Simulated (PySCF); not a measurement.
Electronic absorption of C3H7ClO3Si

Compound: C₃H₇ClO₃Si.
InChI=1S/C3H7ClO3Si/c1-6-2-3(5)7-8-4/h2,8H2,1H3

Level of theory: TDDFT B3LYP/def2-SVPD, vertical, gas phase, core orbitals frozen in the response (PySCF 2.14.0, density-fitted response routines). Isolated species at its GFN2-xTB geometry (one conformer only). Torsions of this conformer, `[CH3:1][O:2][CH2:3][C:4](=[O:5])[O:6][SiH2:7][Cl:8]`: C1–O2–C3–C4 -70°, O2–C3–C4–O5 4°, C3–C4–O6–Si7 178°, C4–O6–Si7–Cl8 177°.

| state | E (eV) | λ (nm) | ν̃ (cm⁻¹) | f | \|μ\| (D) | main configurations (H = HOMO, L = LUMO) |
| --- | --- | --- | --- | --- | --- | --- |
| S1 | 5.51 | 225.2 | 44410 | 0.0022 | 0.33 | H→L (83%), H-1→L (15%) |
| S2 | 6.36 | 194.9 | 51320 | 0.0040 | 0.41 | H-1→L (80%), H→L (16%) |
| S3 | 6.55 | 189.2 | 52860 | 0.023 | 0.95 | H→L+1 (89%) |
| S4 | 6.92 | 179.2 | 55810 | 0.0028 | 0.33 | H→L+2 (88%) |
| S5 | 7.12 | 174.1 | 57440 | 0.0070 | 0.51 | H→L+3 (76%), H→L+4 (12%) |
| S6 | 7.47 | 166.0 | 60250 | 0.0031 | 0.33 | H-1→L+1 (53%), H→L+4 (28%), H→L+3 (11%) |
| S7 | 7.52 | 164.9 | 60650 | 0.021 | 0.85 | H-3→L (66%), H-2→L (20%) |
| S8 | 7.54 | 164.4 | 60810 | 0.019 | 0.82 | H→L+4 (48%), H-1→L+1 (33%), H-3→L (9%) |

Triplets (Tamm–Dancoff): T1 5.06 eV, H→L (72%), H-1→L (24%); T2 6.08 eV, H-1→L (57%), H→L (21%), H-4→L (9%); T3 6.33 eV, H-4→L (54%), H-1→L (11%), H-2→L (8%).

The lowest singlet lies at 5.51 eV (225 nm, ultraviolet) and is very weak; its leading configuration is HOMO→LUMO (83%). The most intense listed level is S3 at 6.55 eV (189 nm, f = 0.023), 1.05 eV above S1. Löwdin shares by element: HOMO oxygen 59% or more, carbon 18% or more (atoms not listed hold the other 23%); LUMO carbon 45% or more, oxygen 41% or more. Orbital energies (eV): HOMO-3 -9.25, HOMO-2 -9.10, HOMO-1 -8.56, HOMO -7.52, LUMO -0.68, LUMO+1 -0.23, LUMO+2 0.04. Of the 8 states listed, 3 reach f = 0.01 and none stays under 0.0005. The oscillator strengths of these states sum to 0.082; summed over the whole spectrum of an exact calculation they would give the number of electrons, 80 (Thomas–Reiche–Kuhn). Singlets were solved by full linear response, triplets in the Tamm–Dancoff approximation.
